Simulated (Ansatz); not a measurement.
Born–Oppenheimer molecular dynamics of C2H11BOSi2 (17 atoms, charge 0, multiplicity 1). It goes on from the last frame of an earlier run, with new velocities.

Method: RKS B3LYP/STO-3G (Ansatz 0.2.0).

```json
{"ensemble": "NVT, Langevin thermostat", "time step": "0.25 fs", "steps asked": "250", "set temperature": "300 K", "friction": "0.05 /fs", "seed": "979206"}
```

First frame:

```xyz
17
Properties=species:S:1:pos:R:3
B -0.197 -2.159 -2.475
O 0.032 -0.946 -1.986
Si 0.358 -0.423 -0.393
C 2.120 0.257 -0.021
Si -1.151 1.202 0.202
C -1.158 1.695 2.025
H -0.197 -2.224 -3.670
H -0.169 -3.154 -1.836
H -0.019 -1.579 0.449
H 2.239 0.139 1.056
H 3.009 -0.268 -0.559
H 2.170 1.304 -0.231
H -1.307 2.217 -0.762
H -2.344 0.324 0.137
H -2.164 1.925 2.430
H -0.964 0.780 2.617
H -0.436 2.434 2.172
```

(1) How far do the bonds stretch over the last three quarters of this one trajectory? (Pairs bonded in most of those frames.)

## Answers

(1) 
| bond | mean (Å) | spread (Å) | shortest | longest |
| --- | --- | --- | --- | --- |
| B1–O2 | 1.352 | 0.026 | 1.31 | 1.39 |
| B1–H7 | 1.181 | 0.015 | 1.15 | 1.21 |
| B1–H8 | 1.183 | 0.015 | 1.15 | 1.21 |
| O2–Si3 | 1.748 | 0.031 | 1.69 | 1.79 |
| Si3–C4 | 1.892 | 0.031 | 1.82 | 1.94 |
| Si3–Si5 | 2.306 | 0.039 | 2.25 | 2.36 |
| Si3–H9 | 1.461 | 0.054 | 1.35 | 1.56 |
| C4–H10 | 1.099 | 0.021 | 1.07 | 1.14 |
| C4–H11 | 1.106 | 0.040 | 1.04 | 1.17 |
| C4–H12 | 1.099 | 0.014 | 1.08 | 1.14 |
| Si5–C6 | 1.886 | 0.034 | 1.83 | 1.93 |
| Si5–H13 | 1.456 | 0.046 | 1.37 | 1.55 |
| Si5–H14 | 1.455 | 0.039 | 1.39 | 1.53 |
| C6–H15 | 1.103 | 0.033 | 1.04 | 1.16 |
| C6–H16 | 1.103 | 0.030 | 1.04 | 1.16 |
| C6–H17 | 1.100 | 0.023 | 1.06 | 1.14 |

Mean temperature of the second half: 324 K. A run of 0.062 ps of so small a system gives no equilibrium averages. Limits of this set-up: minimal basis.

The run took 12 min on 1 CPU thread of a shared host.
